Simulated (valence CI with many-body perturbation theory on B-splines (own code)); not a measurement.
**Er LXIV: key properties**

Level of theory: valence CI with perturbative core correlation (CI+MBPT): three valence electrons over a frozen Dirac-Fock core [He], radial functions for each j: 11 s, 11 p, 9 d, 7 f, 5 g, 2 h, 1 i, with the one-electron correlation potential Σ1 (screened to all orders), the two-electron term Σ2, the three-electron term Σ3, Breit, model QED; selected single and double excitations, second order for the rest (own B-spline code, finite nucleus).

The last digits are not significant, and no measured levels were compared; by estimate large intervals hold to a few tenths of a per cent, small ones and those within an open d or f shell to about a per cent.

Levels are named by their leading jj configuration (3d3/2^4 stands for four electrons in 3d with j = 3/2), which in mixed levels can hold well under half, so a name can repeat and another be missing.

Rates and lifetimes use the calculated energies. Strong lines usually hold to 10 to 20 %, long lifetimes can be off by a factor of two.

Task: What is the ground level?

Result: (2s^2 2p1/2) J=1/2, composition 100 % 2s2 2p 2P°, g = 0.624.

Task: How well does LS coupling describe the low levels?

Result: Among the lowest 20 levels the leading LS term, summed over configurations, holds 76 % on average. For single configurations the figures are 76 % in LS and 99 % in jj coupling. Terms mix most in the J = 3/2 level at 1512 eV, where the leading one holds 49 %.

Task: Among levels below 10675 eV, which E1 lines absorb most strongly from the ground level?

Result: to (2s^2 3d3/2) J=3/2 at 0.1353 nm, f = 0.563; to (2s 2p1/2 3p1/2) J=3/2 at 0.1380 nm, f = 0.206; to (2s 2p1/2 3p3/2) J=3/2 at 0.1334 nm, f = 0.157.

Task: What is the ionisation energy?

Result: 15506 eV; NIST lists 15511 ± 19 eV (theoretical).

Task: Where does the other parity begin?

Result: At (2s 2p1/2^2) J=1/2, 235 eV.
